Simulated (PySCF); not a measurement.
Spin-rotation constants: `InChI=1S/C8H9F/c1-2-3-5-8(9)6-4-7-8/h2H,1,4,6-7H2`

Geometry:
```
atom   x (Å)   y (Å)   z (Å)
  C1   3.464   0.822   1.173
  C2   3.069  -0.097   0.298
  C3   1.720  -0.314  -0.045
  C4   0.566  -0.497  -0.335
  C5  -0.815  -0.722  -0.689
  F6  -0.896  -1.746  -1.624
  C7  -1.598   0.542  -1.099
  C8  -2.352   0.488   0.239
  C9  -1.775  -0.911   0.504
 H10   4.504   0.960   1.412
 H11   2.759   1.463   1.674
 H12   3.779  -0.740  -0.207
 H13  -0.992   1.426  -1.286
 H14  -2.231   0.344  -1.961
 H15  -3.436   0.545   0.172
 H16  -1.999   1.230   0.952
 H17  -2.482  -1.715   0.310
 H18  -1.295  -1.071   1.467
```

Method used: GIAO B3LYP/pcSseg-1 magnetisability, rotational g tensor and spin-rotation constants, non-relativistic, gas phase in PySCF 2.14.0. Geometry: GFN2-xTB.

Q: Give the nuclear spin-rotation constants along the inertial axes (H = +C I·J) beside the isotropic shieldings.

A: Rotational constants 3.2292, 0.8388, 0.7444 GHz. A star marks the isotopologue with that one atom substituted, in its own axes.
```
atom  isotope  Caa (kHz)  Cbb (kHz)  Ccc (kHz)  mean (kHz)  σ (ppm)
  F6      19F      3.339      0.583      0.739       1.554    313.9
 H10       1H      0.322     -0.091     -0.088       0.048     26.2
 H11       1H     -0.199      0.049     -0.089      -0.080     26.0
 H12       1H     -0.204      0.043     -0.082      -0.081     25.8
 H13       1H     -0.173     -0.083     -0.018      -0.091     29.3
 H14       1H     -0.053     -0.069     -0.057      -0.060     29.1
 H15       1H      0.081     -0.086     -0.082      -0.029     30.0
 H16       1H     -0.234      0.000     -0.087      -0.107     30.0
 H17       1H     -0.051     -0.069     -0.058      -0.059     29.1
 H18       1H     -0.174     -0.083     -0.017      -0.092     29.3
  C1     13C*      1.502      0.303      0.102       0.636     49.0
  C2     13C*      1.429      0.296      0.101       0.608     57.4
  C3     13C*      0.232      0.300      0.275       0.269     87.6
  C4     13C*      0.312      0.311      0.269       0.297     81.9
  C5     13C*      0.933      0.177      0.203       0.438     91.8
  C7     13C*      0.595      0.134      0.151       0.294    141.9
  C8     13C*      0.421      0.139      0.091       0.217    169.8
```
For the geometry as given, no vibrational averaging.
